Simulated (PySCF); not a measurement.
ScO₂, SMILES [O]=[Sc]=[O] (connectivity only; charge and spin as stated), neutral, multiplicity 2. Atoms are numbered in the order given.

```xyz
3

Sc     0.0000     0.0000     0.3302
O      0.0000     1.6002    -0.4334
O      0.0000    -1.6002    -0.4334
```
Charge 0, spin multiplicity 2.

Geometry optimised at PBE-D3(BJ)/def2-TZVP.

Computed with TDA-PBE/def2-TZVPD (PySCF 2.14.0).

Vertical excitations. Gas-phase values at a fixed geometry.

```json
[
 {"state": "root 1", "energy (eV)": "0.87", "λ (nm)": "1420", "f": "0.000", "main pairs": "β HOMO→LUMO 99 %"},
 {"state": "root 2", "energy (eV)": "0.99", "λ (nm)": "1246", "f": "0.000", "main pairs": "β HOMO−1→LUMO 100 %"},
 {"state": "root 3", "energy (eV)": "1.53", "λ (nm)": "810", "f": "0.000", "main pairs": "β HOMO−2→LUMO 100 %"},
 {"state": "root 4", "energy (eV)": "1.58", "λ (nm)": "785", "f": "0.000", "main pairs": "β HOMO−3→LUMO 100 %"},
 {"state": "root 5", "energy (eV)": "2.80", "λ (nm)": "443", "f": "0.082", "main pairs": "β HOMO−4→LUMO 78 %"},
 {"state": "root 6", "energy (eV)": "3.25", "λ (nm)": "382", "f": "0.000", "main pairs": "β HOMO→LUMO+1 99 %"},
 {"state": "root 7", "energy (eV)": "3.38", "λ (nm)": "367", "f": "0.008", "main pairs": "β HOMO−1→LUMO+1 97 %"},
 {"state": "root 8", "energy (eV)": "3.59", "λ (nm)": "346", "f": "0.001", "main pairs": "α HOMO→LUMO 99 %"},
 {"state": "root 9", "energy (eV)": "3.73", "λ (nm)": "332", "f": "0.014", "main pairs": "α HOMO−1→LUMO 96 %"},
 {"state": "root 10", "energy (eV)": "3.87", "λ (nm)": "320", "f": "0.000", "main pairs": "β HOMO−2→LUMO+1 97 %"}
]
```
Unrestricted roots are not spin-pure.
